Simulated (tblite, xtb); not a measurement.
C₅H₁₁O₂ (SMILES CC(C)(C)C(O)=[OH+]), charge +1, singlet, at a GFN2-xTB geometry. Base run: GFN1-xTB (xtb).

Here is a job for xtb.
```
$ xtb mol.xyz --gfn 1 --chrg 1 --json

# file mol.xyz
18

C     -1.11122537    -0.17288140    -1.33380704
C     -0.57010329    -0.16996179     0.11985602
C     -1.33695232     0.85239256     0.95921364
C     -0.66467270    -1.57567562     0.71383606
C      0.85397347     0.24309092    -0.06574510
O      1.12576377     1.48989089    -0.06054431
O      1.72292858    -0.66688557    -0.27850548
H     -0.58137629    -0.88998833    -1.95530409
H     -2.15651977    -0.46659898    -1.29127586
H     -1.05348344     0.81511820    -1.78298812
H     -2.37751648     0.54998635     1.02278069
H     -1.29552996     1.84341474     0.51740807
H     -0.93703627     0.90152611     1.96819509
H     -0.24418740    -1.60083190     1.71530987
H     -1.70924784    -1.86359540     0.77886709
H     -0.14692126    -2.30500824     0.09817355
H      2.03860318     1.78475263    -0.24831249
H      2.64755800    -0.41460576    -0.47057695
```

Programs used: tblite, xtb; a row that names a program was run with it.

Each row names what was changed in the base input (with any setting that the change needs).

```json
[
 {"change": "base", "ΔE vs base (mEh)": "0.000", "HOMO-LUMO gap (eV)": "3.75", "SCF cycles": "11"},
 {"change": "program = tblite; method = gfn1", "ΔE vs base (mEh)": "0.000", "HOMO-LUMO gap (eV)": "-", "SCF cycles": "-"},
 {"change": "etemp = 3000", "ΔE vs base (mEh)": "-0.044", "HOMO-LUMO gap (eV)": "3.76", "SCF cycles": "11"},
 {"change": "acc = 1000", "ΔE vs base (mEh)": "0.001", "HOMO-LUMO gap (eV)": "3.74", "SCF cycles": "6"},
 {"change": "program = tblite; method = gfn1; option = (--guess, eeq)", "ΔE vs base (mEh)": "0.000", "HOMO-LUMO gap (eV)": "-", "SCF cycles": "-"},
 {"change": "file = coord", "ΔE vs base (mEh)": "0.000", "HOMO-LUMO gap (eV)": "3.75", "SCF cycles": "11"},
 {"change": "acc = 0.1", "ΔE vs base (mEh)": "0.000", "HOMO-LUMO gap (eV)": "3.75", "SCF cycles": "12"}
]
```
